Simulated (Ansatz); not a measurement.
This geometry of CH2BrClOSi (7 atoms, charge 0, multiplicity 1) is a first-order saddle point.

Theory: RKS PBE0-D4/def2-SVP (Ansatz).

```xyz
7
Properties=species:S:1:pos:R:3
Cl -0.048 -1.349 1.599
C -0.131 -0.645 -0.018
Br -0.948 -1.865 -1.287
O 1.045 -0.136 -0.418
Si -0.472 1.242 -0.089
H -0.108 1.727 1.298
H 0.724 0.958 -1.131
```

Task: Which two structures does it join? (They come from a converged band through this point; their orientation in space is the band's.)

Result: Bonds broken: Si5–H7. Bonds formed: O4–H7.

Initial state:

```xyz
7
Properties=species:S:1:pos:R:3
Cl -0.387 -1.581 1.664
C -0.113 -0.805 0.104
Br -0.730 -1.922 -1.354
O 1.176 -0.322 -0.073
Si 0.079 1.004 -0.086
H 0.148 1.893 1.095
H -0.111 1.665 -1.396
```

Final state:

```xyz
7
Properties=species:S:1:pos:R:3
Cl 0.246 -1.463 1.410
C -0.240 -0.436 0.077
Br -1.041 -1.493 -1.348
O 0.888 0.274 -0.451
Si -0.788 1.414 0.161
H -0.049 1.608 1.483
H 1.044 0.028 -1.377
```

Task: How far does it lie above each of them?

Result: 227.8 kJ/mol above the first and 114.1 kJ/mol above the second. This is the barrier of this one path; another mechanism may lie lower. The orbitals stay closed-shell, which can raise the energy where a bond breaks towards radicals; this wasn't checked here.

The run took 4.5 min on 2 threads of Arm Neoverse V1, with other jobs on the host, peak memory 0.26 GiB.
